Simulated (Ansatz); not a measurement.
`F[SiH](Cl)O[SiH3]` + HI → `F[SiH](Cl)I` + `O[SiH3]` at 400 K and 1 bar (ligand exchange at the Si–O bond).

Program: Ansatz. Geometries: PBE0-D4/def2-TZVP. ΔE: electronic, gas phase. CBS: MP2 limit from def2 TZ/QZ plus the TZ coupled-cluster correction, frozen cores. def2 core potentials past Kr. For I outer-core shells are correlated without core-valence functions, which leaves a few kJ/mol of doubt a bond. Each species was taken in one conformer, which may not be the lowest.

| species | CCSD(T)/CBS energy (Eh) | H − E (kJ/mol) | S (J/(mol·K)) |
| --- | --- | --- | --- |
| `F[SiH](Cl)O[SiH3]` | -1215.52253 | 150.1 | 418.4 |
| HI | -298.03592 | 25.7 | 215.0 |
| `F[SiH](Cl)I` | -1146.84711 | 62.4 | 355.4 |
| `O[SiH3]` | -366.69042 | 120.0 | 276.4 |

H − E and S are ideal-gas, rigid-rotor, harmonic terms from PBE0-D4/def2-TZVP, for one conformer and one mirror image of each species. 1 Eh = 2625.50 kJ/mol, R = 8.31446 J/(mol·K).

**Question.** By hand: ΔE, ΔH, ΔS and ΔG.

**Answer.** ΔE = (-1146.84711) + (-366.69042) − (-1215.52253) − (-298.03592) = 0.02092 Eh = 54.9 kJ/mol. Δ(H − E) = 62.4 + 120.0 − 150.1 − 25.7 = 6.6, so ΔH = 61.5 kJ/mol. ΔS = 355.4 + 276.4 − 418.4 − 215.0 = -1.6 J/(mol·K). ΔG = 61.5 − 400 × (-1.6)/1000 = 62.1 kJ/mol.

**Question.** By hand: the equilibrium constant, and the temperature at which ΔG would vanish if ΔH and ΔS stayed fixed.

**Answer.** log₁₀ K = −ΔG/(RT ln 10) = -8.1. ΔH and −TΔS have one sign here, so there is no such temperature. One of them is within its doubt of zero, so this could turn.

The number of gas molecules stays the same, so ΔS is small and ΔH decides. A doubt of 5 kJ/mol in ΔE shifts log₁₀ K by 0.7 here. Other conformers and mirror images would add mixing entropy, several J/(mol·K) or more a flexible species. Modes under 60 cm⁻¹, often nearly free rotors, make the harmonic entropy too high. These are equilibria of isolated gas molecules and say nothing of rates. Largest T1 diagnostic: 0.011 (customary marks: 0.02 for closed shells, 0.045 for open ones).
